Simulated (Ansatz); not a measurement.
A series at Si: from `N[Si](N)(N)N`, ligands are replaced one by one, each step taking up H–F and setting free NH₃; n counts the steps. Ansatz, PBE0-D4/def2-TZVP geometries. Each molecule was computed in one conformer, which needn't be the lowest.

CBS adds triple-zeta CCSD(T) − MP2 to the MP2 limit, frozen cores; atoms without spin–orbit coupling. 

```tsv
n	molecule	atomization energy, CCSD(T)/CBS (kJ/mol)
0	`N[Si](N)(N)N`	4680.0
1	`N[Si](N)(N)F`	4124.2
2	`N[Si](N)(F)F`	3567.1
3	`N[Si](F)(F)F`	2987.0
4	`F[Si](F)(F)F`	?
```

Question: By hand: fit a straight line y = ȳ + b (n − n̄) to the 4 given rows and predict n = 4.

Answer: n̄ = 1.500, ȳ = 3839.57; Σ(n − n̄)(y − ȳ) = -2818.05, Σ(n − n̄)² = 5.000, so b = -563.61 kJ/mol a step. Prediction: 3839.57 + (-563.61) × (2.500) = 2430.5 kJ/mol.

Question: By hand: compare with the computed value, 2404.1 kJ/mol, and give the steps along the whole series.

Answer: The line misses by -26.4 kJ/mol (computed minus predicted). Steps: -555.8, -557.1, -580.1, -582.9 kJ/mol.

The steps differ by up to 27.1 kJ/mol, small against a whole step but well beyond the method's doubt, so the ligands' effects don't simply add. The miss is 1.2 % of the series' range. The energies themselves are unsure by some kJ/mol a bond, though much of that is common to the series.
